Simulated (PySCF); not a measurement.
From computed data to an observable: chemical shift, span and skew from a shielding tensor

Mg(Cl)(SeH) (ClHMgSe), SMILES [Mg]([Cl])[SeH]. Atoms are numbered in the order given.

```xyz
4

Mg     0.0130     0.7277     0.0000
Cl    -0.0050     2.9034     0.0000
Se     0.0399    -1.6594     0.0000
H     -1.4269    -1.6699     0.0000
```

The structure is a stationary point at ωB97X-D3(BJ)/def2-TZVP. Other conformers were not sampled.

GIAO shieldings from PBE0/pcSseg-2 (PySCF), non-relativistic, no solvent. The symmetric part of the tensor of Se3 has the principal values 2292.3, 2370.2, 2732.8 ppm. The same nucleus in Me2Se has σ = 1739.2 ppm at this level (PySCF, at its B3LYP-D3(BJ)/def2-TZVP geometry). Without spin–orbit terms, shifts of atoms bonded to Cl or Br come out too high.

Problem. Work out the isotropic shielding, the ⁷⁷Se shift against Me2Se, the span and the skew.

Solution. 
σ(iso) = (σ11 + σ22 + σ33)/3 = 2465.1 ppm. δ = σ(ref) − σ(iso) = 1739.2 − (2465.1) = -725.9 ppm.
Span Ω = σ33 − σ11 = 440.5 ppm. Skew κ = 3(σ(iso) − σ22)/Ω = 0.65. Tumbling in solution averages the tensor to δ; in a static solid the shielding alone would spread this spin-1/2 line over Ω.
